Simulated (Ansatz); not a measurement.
Species: [B(CH3)3(S(CH3)2)] (charge 0, multiplicity 1).

Give a relaxed geometry from B3LYP-D3(BJ)/def2-SVP run with Ansatz (a program for electronic structure).

Several could match; the one computed here: the end point of this relaxation, one of several conformers.
Z-matrix (Å, degrees):
```
B
C 1 1.6090
H 2 1.1042 1 114.57
H 2 1.1042 3 108.17 1 129.13
H 2 1.1061 3 105.75 4 112.91
C 1 1.6121 2 115.71 3 173.21
H 6 1.1041 1 113.89 2 -170.98
H 6 1.1046 7 108.06 1 -128.23
H 6 1.1060 7 106.32 8 -113.33
C 1 1.6121 2 115.72 3 -47.46
H 10 1.1041 1 113.90 2 170.95
H 10 1.1046 11 108.06 1 128.23
H 10 1.1060 11 106.32 12 113.33
S 1 2.1894 2 105.93 3 62.88
C 14 1.8136 1 104.85 2 52.50
H 15 1.0976 14 106.75 1 68.07
H 15 1.0985 16 109.37 14 119.35
H 15 1.0988 16 109.59 17 121.58
C 14 1.8136 15 100.21 16 176.55
H 19 1.0976 14 106.75 15 -176.65
H 19 1.0986 20 109.37 14 -119.35
H 19 1.0988 20 109.59 21 -121.58
```
